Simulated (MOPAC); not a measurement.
MOPAC input (MNDO):

```
MNDO 1SCF UHF MS=0.5 GEO-OK AUX(PRECISION=9) THREADS=1
HOSr

Sr   -0.00000000 1   -0.00000000 1   -0.42582700 1
O     0.00000000 1    0.00000000 1    1.69169800 1
H     0.00000000 1    0.00000000 1    2.64785100 1
```

Output:

```
 *******************************************************************************
 **                                                                           **
 **                              MOPAC v23.2.5                                **
 **                                                                           **
 *******************************************************************************
 ** MOPAC's Digital Object Identifier: https://doi.org/10.5281/zenodo.6511958 **
 **                                                                           **
 ** Please cite the open-source release paper for use of this MOPAC version:  **
 ** J. E. Moussa and J. J. P. Stewart (2026)                                  **
 ** MOPAC: An open-source semiempirical molecular orbital program             **
 ** J. Open Source Softw., 11(119), 8025, https://doi.org/10.21105/joss.08025 **
 *******************************************************************************

                              MNDO CALCULATION RESULTS

 *******************************************************************************
 *  MNDO       - The MNDO Hamiltonian to be used
 *  GEO-OK     - OVERRIDE INTERATOMIC DISTANCE AND OTHER SAFETY CHECKS
 *  UHF        - UNRESTRICTED HARTREE-FOCK CALCULATION
 *  MS=        - IN MECI, MAGNETIC COMPONENT OF SPIN =  0.5
 *  1SCF       - DO 1 SCF AND THEN STOP
 *  AUX        - OUTPUT AUXILIARY INFORMATION
 *******************************************************************************
MNDO 1SCF UHF MS=0.5 GEO-OK AUX(PRECISION=9) THREADS=1
 HOSr

   ATOM   CHEMICAL          X               Y               Z
  NUMBER   SYMBOL      (ANGSTROMS)     (ANGSTROMS)     (ANGSTROMS)

     1      Sr         -0.00000000  *  -0.00000000  *  -0.42582700  *
     2       O          0.00000000  *   0.00000000  *   1.69169800  *
     3       H          0.00000000  *   0.00000000  *   2.64785100  *

          CARTESIAN COORDINATES

    NO.       ATOM           X           Y           Z

     1        Sr         -0.0000     -0.0000     -0.4258
     2         O          0.0000      0.0000      1.6917
     3         H          0.0000      0.0000      2.6479

  H: (MNDO): M.J.S. DEWAR, W. THIEL, J. AM. CHEM. SOC., 99, 4899, (1977)
  O: (MNDO): M.J.S. DEWAR, W. THIEL, J. AM. CHEM. SOC., 99, 4899, (1977)
 Sr: (MNDO): J. J. P. STEWART, J. MOL. MOD., 10, 155-164 (2004)

           Empirical Formula: H O Sr  =     3 atoms

      MOLECULAR POINT GROUP   :   C*v

          UHF CALCULATION, NO. OF ALPHA ELECTRONS =    5
                           NO. OF BETA  ELECTRONS =    4

 -------------------------------------------------------------------------------
 MNDO 1SCF UHF MS=0.5 GEO-OK AUX(PRECISION=9) THREADS=1
 HOSr

     1SCF WAS SPECIFIED, SO BFGS WAS NOT USED
     SCF FIELD WAS ACHIEVED

                              MNDO CALCULATION
                                                       MOPAC v23.2.5 Linux

          FINAL HEAT OF FORMATION =        -43.23049 KCAL/MOL =    -180.87639 KJ/MOL

          COSMO AREA              =        150.75 SQUARE ANGSTROMS
          COSMO VOLUME            =        172.49 CUBIC ANGSTROMS

          IONIZATION POTENTIAL    =          5.990398 EV
          ALPHA SOMO LUMO (EV)    =         -5.990  0.426
          BETA  SOMO LUMO (EV)    =         -9.596 -0.882
          NO. OF ALPHA ELECTRONS  =          5
          NO. OF BETA  ELECTRONS  =          4
          MOLECULAR WEIGHT        =        104.6273         POINT GROUP:  C*v

          MOLECULAR DIMENSIONS (Angstroms)

            Atom       Atom       Distance
            H     3   Sr     1     3.07368
            H     3   Sr     1     0.00000
           Sr     1    O     2     0.00000

          SCF CALCULATIONS        =          1

   ATOM   CHEMICAL          X               Y               Z
  NUMBER   SYMBOL      (ANGSTROMS)     (ANGSTROMS)     (ANGSTROMS)

     1      Sr         -0.00000000  *  -0.00000000  *  -0.42582700  *
     2       O          0.00000000  *   0.00000000  *   1.69169800  *
     3       H          0.00000000  *   0.00000000  *   2.64785100  *

                             CARTESIAN COORDINATES

   1   Sr       -0.000000000    -0.000000000    -0.425827000
   2    O        0.000000000     0.000000000     1.691698000
   3    H        0.000000000     0.000000000     2.647851000

           Empirical Formula: H O Sr  =     3 atoms

      MOLECULAR POINT GROUP   :   C*v

          ALPHA EIGENVALUES
 -36.18531 -14.51399  -9.53287  -9.53287  -5.99040   0.42624   0.42624   2.60341
   8.55499

           BETA EIGENVALUES
 -36.22651 -14.39061  -9.59608  -9.59608  -0.88224   0.86406   0.86406   2.84004
   8.58387

              NET ATOMIC CHARGES AND DIPOLE CONTRIBUTIONS

  ATOM NO.   TYPE          CHARGE      No. of ELECS.   s-Pop       p-Pop
    1         Sr           0.556915        1.4431     0.86449     0.57860
    2          O          -0.692144        6.6921     1.74825     4.94390
    3          H           0.135229        0.8648     0.86477
 DIPOLE           X         Y         Z       TOTAL
 POINT-CHG.     0.000     0.000    -5.043     5.043
 HYBRID        -0.000     0.000     4.544     4.544
 SUM           -0.000     0.000    -0.499     0.499

          ATOMIC ORBITAL ELECTRON POPULATIONS

     Atom    s        px        py        pz
    1 Sr   0.86449   0.12893   0.12893   0.32074
    2  O   1.74825   1.87107   1.87107   1.20175
    3  H   0.86477

                    (SZ)    =    0.500000
                    (S**2)  =    0.751127

          ATOMIC ORBITAL SPIN POPULATIONS

    Atom   Total    s     px     py     pz
         Atomic
    1 Sr  1.0043  0.760  0.011  0.011  0.222
    2  O -0.0124  0.006 -0.011 -0.011  0.004
    3  H  0.0081  0.008

 **********************
 *                    *
 * JOB ENDED NORMALLY *
 *                    *
 **********************

 == MOPAC DONE ==
```

The geometry given is a B3LYP-D3(BJ)/def2-TZVP minimum.
